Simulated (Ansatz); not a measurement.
Reaction (cleavage of the B–B bond): `BBN` + H₂Se → `B[SeH]` + `BN`

Isolated molecules relaxed with PBE0-D4/def2-TZVP in Ansatz; ΔE leaves out vibrations. CCSD(T)/CBS adds triple-zeta CCSD(T) − MP2 to the extrapolated MP2 energy (def2 sets, frozen cores). This one scheme is used for every species. DFT in def2-TZVPP. For Se outer-core shells are correlated without core-valence functions, which leaves a few kJ/mol of doubt a bond. Scalar relativity is left out up to krypton. Each species was taken in one conformer, which may not be the lowest.

| level | ΔE (eV) |
| --- | --- |
| PBE0-D4 | -1.19 |
| ωB97M-V | -1.20 |
| PBE | -1.20 |
| r2SCAN | -1.22 |

(1) What does CCSD(T)/CBS give? (An estimate is asked.)

Largest T1 diagnostic among the species: 0.013.

Results:

(1) Computed: -1.25 eV. The listed levels differ from it by 0.06, 0.05, 0.05, 0.03 eV.

In def2-TZVPP, CCSD(T) changes the Hartree–Fock value by −0.11 eV (the triples alone add −0.04 eV) and MP2 by −0.19 eV. Leaving LDA and LC-ωPBE aside and taking each functional with its dispersion term where it has one, the values, not all of them listed here, spread over 0.12 eV, from PBE-QIDH to B97M-V.
